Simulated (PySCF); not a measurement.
**NMR data sheet: C₇H₁₀NPSi**

```
Formula                               : C7H10NPSi
SMILES                                : [SiH3]c1cncpc1C1CC1
InChI                                 : InChI=1S/C7H10NPSi/c10-6-3-8-4-9-7(6)5-1-2-5/h3-5H,1-2H2,10H3
Point group of the computed structure : C1
Carbon signals                        : 6
Proton signals                        : 6
```

Molfile (atoms numbered from 1):
```
C7H10NPSi
     RDKit          3D

 20 21  0  0  0  0  0  0  0  0999 V2000
    1.3267    1.5392   -0.5285 Si  0  0  0  0  0  4  0  0  0  0  0  0
    1.0375   -0.3292   -0.5857 C   0  0  0  0  0  0  0  0  0  0  0  0
    2.1854   -1.1413   -0.6322 C   0  0  0  0  0  0  0  0  0  0  0  0
    2.2360   -2.4670   -0.6817 N   0  0  0  0  0  0  0  0  0  0  0  0
    1.1168   -3.1742   -0.6942 C   0  0  0  0  0  0  0  0  0  0  0  0
   -0.5335   -2.6223   -0.6480 P   0  0  0  0  0  0  0  0  0  0  0  0
   -0.2556   -0.8830   -0.5859 C   0  0  0  0  0  0  0  0  0  0  0  0
   -1.4374    0.0125   -0.5381 C   0  0  0  0  0  0  0  0  0  0  0  0
   -2.6678   -0.2804   -1.3716 C   0  0  0  0  0  0  0  0  0  0  0  0
   -2.7342   -0.4223    0.1054 C   0  0  0  0  0  0  0  0  0  0  0  0
    0.7729    2.1399    0.7239 H   0  0  0  0  0  0  0  0  0  0  0  0
    0.6878    2.2270   -1.6919 H   0  0  0  0  0  0  0  0  0  0  0  0
    2.7998    1.7735   -0.5711 H   0  0  0  0  0  0  0  0  0  0  0  0
    3.1666   -0.6497   -0.6289 H   0  0  0  0  0  0  0  0  0  0  0  0
    1.2531   -4.2650   -0.7371 H   0  0  0  0  0  0  0  0  0  0  0  0
   -1.2020    1.0750   -0.4241 H   0  0  0  0  0  0  0  0  0  0  0  0
   -3.1644    0.5687   -1.8480 H   0  0  0  0  0  0  0  0  0  0  0  0
   -2.6384   -1.1928   -1.9753 H   0  0  0  0  0  0  0  0  0  0  0  0
   -3.2768    0.3277    0.6863 H   0  0  0  0  0  0  0  0  0  0  0  0
   -2.7596   -1.4326    0.5254 H   0  0  0  0  0  0  0  0  0  0  0  0
  1  2  1  0
  2  3  2  0
  3  4  1  0
  4  5  2  0
  5  6  1  0
  6  7  2  0
  7  8  1  0
  8  9  1  0
  9 10  1  0
  7  2  1  0
 10  8  1  0
  1 11  1  0
  1 12  1  0
  1 13  1  0
  3 14  1  0
  5 15  1  0
  8 16  1  0
  9 17  1  0
  9 18  1  0
 10 19  1  0
 10 20  1  0
M  END
```

PySCF calculation with geometry: PBE0-D3(BJ)/def2-SVP and shieldings: GIAO PBE0/pcSseg-1; no relativistic terms, single conformer, in vacuum, averaged over atoms made equivalent by symmetry, fast rotation or ring inversion.

Referencing at the same level of theory: TMS for $^{1}$H (σ = 31.27 ppm) and $^{13}$C (σ = 184.41 ppm) and $^{29}$Si (σ = 351.99 ppm); $^{31}$P (σ = 310.13 ppm) vs H3PO4; $^{15}$N (σ = 265.67 ppm) vs NH3.

```tsv
carbon	δC, type	δH (multiplicity)	HMBC from (2–3 bonds)	span of the C tensor (ppm)
C2	128.8, C	–	H14, H11/H12/H13, H16	220
C3	159.0, CH	9.00 (m)	H15, H11/H12/H13	199
C5	193.5, CH	10.41 (m)	H14	328
C7	209.5, C	–	H15, H14, H11/H12/H13, H16, H17/H19, H18/H20	360
C8	26.7, CH	1.88 (m)	H17/H19, H18/H20	91
C9/C10	23.5, CH2	H17 1.58 (m); H18 1.21 (m)	H16, H17/H19, H18/H20	76
```

Other nuclei:
```tsv
atoms	nucleus	environment	δ (ppm)	σ (ppm)
H11/H12/H13	$^{1}$H	hydrogen on a silicon bonded to C	4.64	26.63
P6	$^{31}$P	phosphorus bonded to 2 C, in a 6-membered ring	183.0	127.1
Si1	$^{29}$Si	silicon bonded to C, 3 H	-66.2	418.2
N4	$^{15}$N	pyridine-type ring nitrogen	369.5	-103.8
```

- δC 209.5, 128.8: substituted aromatic carbon.
- δC 193.5, 159.0: aromatic CH next to a ring nitrogen; the adjacent pyridine-type nitrogen withdraws density from it.
- δC 26.7, 23.5: three-membered-ring carbon; carbons of three-membered rings are unusually shielded.
- δH 10.41, 9.00: hydrogen on an aromatic CH next to a ring nitrogen; ring current plus the neighbouring ring nitrogen.
- δH 1.88, 1.58, 1.21: hydrogen on a three-membered-ring carbon.

Splittings by $^{31}$P in the carbon and heteronuclear signals aren't shown, as no couplings were computed. Shifts are as computed. Against solution values, carbons near 30 ppm lie about +2 ppm off and those near 130 ppm about +5 ppm. Of 1313 compounds with measured shifts, 239 miss one by over three times the rms of a fit or turn the order of signals round; such compounds aren't used in these exercises. Experimental scales use liquid or dissolved standards, which lie at an offset from isolated NH3 (liquid NH3: subtract about 20 ppm) and H3PO4. Unscaled 15N shifts of sp2 nitrogen come out 20 to 40 ppm too high even then. Multiplicities follow the n + 1 count of equivalent neighbours, as no J values were calculated; m marks all less simple cases, F and P coupling included.
